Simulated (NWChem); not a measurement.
Everything below was run with NWChem. System: BF, charge 0, spin multiplicity 1, at a geometry optimised with B3LYP/def2-SVP. The structure started from a generated list of species. Level: EOM-CCSD/aug-cc-pVDZ, 2 core orbitals frozen.

Input file:

```
start mol
memory heap 100 mb stack 700 mb global 1900 mb
geometry units angstroms nocenter noautoz
  B      0.000000     0.000000    -0.812271
  F      0.000000     0.000000     0.451262
  symmetry group C2v
end
basis spherical
  * library aug-cc-pvdz
end
scf
  rhf
  nopen 0
  maxiter 100
  thresh 1e-7
  semidirect memsize 60000000 filesize 0
end
tce
  freeze core 2
  ccsd
  nroots 1
  2eorb
  2emet 13
  thresh 1e-5
  maxiter 200
  tilesize 24
end
task tce energy
```

NWChem printed:

```
             Northwest Computational Chemistry Package (NWChem) 7.3.0
             --------------------------------------------------------

                                NWChem Input Module
                                -------------------

 Scaling coordinates for geometry "geometry" by  1.889725989
 (inverse scale =  0.529177249)

 Turning off AUTOSYM since
 SYMMETRY directive was detected!

                             Geometry "geometry" -> ""
                             -------------------------

 Output coordinates in angstroms (scale by  1.889725989 to convert to a.u.)

  No.       Tag          Charge          X              Y              Z
 ---- ---------------- ---------- -------------- -------------- --------------
    1 B                    5.0000     0.00000000     0.00000000    -0.81227100
    2 F                    9.0000     0.00000000     0.00000000     0.45126200

 Effective nuclear repulsion energy (a.u.)      18.8463429170

            Nuclear Dipole moment (a.u.)
            ----------------------------
        X                 Y               Z
 ---------------- ---------------- ----------------
     0.0000000000     0.0000000000     0.0000056692

      Symmetry information
      --------------------

 Group name             C2v
 Group number             16
 Group order               4
 No. of unique centers     2

      Symmetry unique atoms

     1    2


 Summary of "ao basis" -> "" (spherical)
 ------------------------------------------------------------------------------
       Tag                 Description            Shells   Functions and Types
 ---------------- ------------------------------  ------  ---------------------
 *                        aug-cc-pvdz                 on all atoms

 Summary of "ao basis" -> "ao basis" (spherical)
 ------------------------------------------------------------------------------
       Tag                 Description            Shells   Functions and Types
 ---------------- ------------------------------  ------  ---------------------
 B                        aug-cc-pvdz                9       23   4s3p2d
 F                        aug-cc-pvdz                9       23   4s3p2d

                                 NWChem SCF Module
                                 -----------------

  ao basis        = "ao basis"
  functions       =    46
  atoms           =     2
  closed shells   =     7
  open shells     =     0
  charge          =   0.00
  wavefunction    = RHF
  use symmetry    = T
  symmetry adapt  = T

 Summary of "ao basis" -> "ao basis" (spherical)
 ------------------------------------------------------------------------------
       Tag                 Description            Shells   Functions and Types
 ---------------- ------------------------------  ------  ---------------------
 B                        aug-cc-pvdz                9       23   4s3p2d
 F                        aug-cc-pvdz                9       23   4s3p2d

      Symmetry analysis of basis
      --------------------------

        a1         22
        a2          4
        b1         10
        b2         10

 Forming initial guess at       0.0s

      Superposition of Atomic Density Guess
      -------------------------------------

 Sum of atomic energies:        -123.92171725

      Non-variational initial energy
      ------------------------------

 Total energy =    -124.172860
 1-e energy   =    -208.372804
 2-e energy   =      65.353601
 HOMO         =      -0.317278
 LUMO         =       0.026337
[...]
 Iteration  18 using   18 trial vectors
   0.0000161880182   0.4034831661003   10.97934     0.1     0.1

 Iteration  19 using   19 trial vectors
   0.0000073169239   0.4034830267374   10.97934     0.1     0.1
 --------------------------------------------------------------
 Iterations converged
 ------------------

 Excited state root  1
 Excitation energy / hartree =        0.403483026737430
                   / eV      =       10.979336460179105
 largest EOMCCSD amplitudes: R1 and R2

 Singles contributions
    19a2  (alpha) ---     7a1  (alpha)       -0.5038520228
     8b1  (alpha) ---     6b2  (alpha)        0.1076764404
    12b1  (alpha) ---     6b2  (alpha)        0.1467872417
     9b2  (alpha) ---     5b1  (alpha)        0.1076764404
    13b2  (alpha) ---     5b1  (alpha)        0.1467872417

 Doubles contributions
     8b1  (alpha)     9b2  (beta ) ---     7a1  (alpha)     7a1  (beta )        0.1711512339
     8b1  (alpha)    13b2  (beta ) ---     7a1  (alpha)     7a1  (beta )        0.2587171003
    12b1  (alpha)     9b2  (beta ) ---     7a1  (alpha)     7a1  (beta )        0.2587171003
    12b1  (alpha)    13b2  (beta ) ---     7a1  (alpha)     7a1  (beta )        0.3598886606
     9b2  (alpha)     8b1  (beta ) ---     7a1  (alpha)     7a1  (beta )        0.1711512339
     9b2  (alpha)    12b1  (beta ) ---     7a1  (alpha)     7a1  (beta )        0.2587171003
    13b2  (alpha)     8b1  (beta ) ---     7a1  (alpha)     7a1  (beta )        0.2587171003
    13b2  (alpha)    12b1  (beta ) ---     7a1  (alpha)     7a1  (beta )        0.3598886606

 =========================================
 Excited-state calculation ( b1  symmetry)
 =========================================
 Dim. of EOMCC iter. space      500

 EOMCCSD SOLVER TYPE  1
  maxdiff =   0.45104217940125135

 No. of initial right vectors    1

 EOM-CCSD right-hand side iterations
 --------------------------------------------------------------
      Residuum       Omega / hartree  Omega / eV    Cpu    Wall
 --------------------------------------------------------------

 Iteration   1 using    1 trial vectors
   0.3427628387284   0.3395051069409    9.23841     0.2     0.2

 Iteration   2 using    2 trial vectors
   0.1378076485075   0.2834534307610    7.71316     0.1     0.1

 Iteration   3 using    3 trial vectors
   0.1133565056857   0.2692648752055    7.32707     0.1     0.1

 Iteration   4 using    4 trial vectors
   0.0993909723322   0.2490684962535    6.77750     0.1     0.1

 Iteration   5 using    5 trial vectors
   0.0431479005122   0.2424709891697    6.59797     0.1     0.1

 Iteration   6 using    6 trial vectors
   0.0200334362585   0.2407339711128    6.55071     0.1     0.1

 Iteration   7 using    7 trial vectors
   0.0087770193871   0.2404631681557    6.54334     0.1     0.1

 Iteration   8 using    8 trial vectors
   0.0029532731693   0.2404816227236    6.54384     0.1     0.1

 Iteration   9 using    9 trial vectors
   0.0009841414429   0.2404594322381    6.54324     0.1     0.1

 Iteration  10 using   10 trial vectors
   0.0003822766265   0.2404674827581    6.54346     0.1     0.1

 Iteration  11 using   11 trial vectors
   0.0001619185957   0.2404737941185    6.54363     0.1     0.1

 Iteration  12 using   12 trial vectors
   0.0000576862080   0.2404726834279    6.54360     0.1     0.1

 Iteration  13 using   13 trial vectors
   0.0000205699229   0.2404724803164    6.54359     0.1     0.1

 Iteration  14 using   14 trial vectors
   0.0000086912246   0.2404723886403    6.54359     0.1     0.1
 --------------------------------------------------------------
 Iterations converged
 ------------------

 Excited state root  1
 Excitation energy / hartree =        0.240472388640256
                   / eV      =        6.543589418403157
 largest EOMCCSD amplitudes: R1 and R2

 Singles contributions
     8b1  (alpha) ---     7a1  (alpha)        0.6719458385
    12b1  (alpha) ---     7a1  (alpha)        0.6426040932

 Doubles contributions

 =========================================
 Excited-state calculation ( b2  symmetry)
 =========================================
 Dim. of EOMCC iter. space      500

 EOMCCSD SOLVER TYPE  1
  maxdiff =   0.45104217940125196

 No. of initial right vectors    1

 EOM-CCSD right-hand side iterations
 --------------------------------------------------------------
      Residuum       Omega / hartree  Omega / eV    Cpu    Wall
 --------------------------------------------------------------

 Iteration   1 using    1 trial vectors
   0.3427628387284   0.3395051069409    9.23841     0.1     0.1

 Iteration   2 using    2 trial vectors
   0.1378076485075   0.2834534307610    7.71316     0.1     0.1

 Iteration   3 using    3 trial vectors
   0.1133565056857   0.2692648752055    7.32707     0.1     0.1

 Iteration   4 using    4 trial vectors
   0.0993909723322   0.2490684962535    6.77750     0.1     0.1

 Iteration   5 using    5 trial vectors
   0.0431479005122   0.2424709891697    6.59797     0.1     0.1

 Iteration   6 using    6 trial vectors
   0.0200334362585   0.2407339711128    6.55071     0.1     0.1

 Iteration   7 using    7 trial vectors
   0.0087770193871   0.2404631681557    6.54334     0.1     0.1

 Iteration   8 using    8 trial vectors
   0.0029532731693   0.2404816227236    6.54384     0.1     0.1

 Iteration   9 using    9 trial vectors
   0.0009841414429   0.2404594322381    6.54324     0.1     0.1

 Iteration  10 using   10 trial vectors
   0.0003822766265   0.2404674827581    6.54346     0.1     0.1

 Iteration  11 using   11 trial vectors
   0.0001619185957   0.2404737941185    6.54363     0.1     0.1

 Iteration  12 using   12 trial vectors
   0.0000576862080   0.2404726834279    6.54360     0.1     0.1

 Iteration  13 using   13 trial vectors
   0.0000205699229   0.2404724803164    6.54359     0.1     0.1

 Iteration  14 using   14 trial vectors
   0.0000086912246   0.2404723886403    6.54359     0.1     0.1
 --------------------------------------------------------------
 Iterations converged
 ------------------

 Excited state root  1
 Excitation energy / hartree =        0.240472388640255
                   / eV      =        6.543589418403129
 largest EOMCCSD amplitudes: R1 and R2

 Singles contributions
     9b2  (alpha) ---     7a1  (alpha)        0.6719458385
    13b2  (alpha) ---     7a1  (alpha)        0.6426040932

 Doubles contributions

 Task  times  cpu:       10.2s     wall:       10.2s

 Total times  cpu:       10.3s     wall:       10.3s
```
